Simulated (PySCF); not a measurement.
## How methods differ on the ionisation energy of La³⁵⁺

La³⁵⁺ [Ar] 3d4 (5D) → La³⁶⁺ [Ar] 3d3 (4F), as a difference of total energies. All numbers are calculated (PySCF 2.14, the spin-free X2C one-electron Hamiltonian (Gaussian nucleus), in an uncontracted even-tempered set (18 s from 5.9 bohr⁻², ratio 2.5; 12 p from 7.7 bohr⁻², ratio 2.5; 8 d from 7.7 bohr⁻², ratio 2.5; 4 f from 29 bohr⁻², ratio 2.7; 3 g from 43 bohr⁻², ratio 2.7)). Correlated levels: outer shells: [Ne] frozen; virtual orbitals above 40 to 60 times the deepest correlated orbital energy dropped. The calculations carry no spin-orbit coupling.

| method | ionisation energy (eV) |
| --- | --- |
| UHF | 2370.7 |
| LDA | 2370.5 |
| PBE | 2369.6 |
| PBE0 | 2370.3 |
| r2SCAN | 2369.5 |
| r2SCANh | 2369.8 |
| TPSSh | 2368.9 |
| MP2 (outer shells) | 2371.2 |
| SCS-MP2 (outer shells) | 2370.7 |

Spin-orbit coupling is strong in these open shells (close to jj coupling). The scalar numbers leave it out and a first-order estimate fails, so it can dominate the gap to the real levels.

Breit and QED terms and the two-electron picture change are absent.

For comparison: 2377 ± 5 eV (theoretical estimate listed by NIST; NIST Atomic Spectra Database, ionization energies).
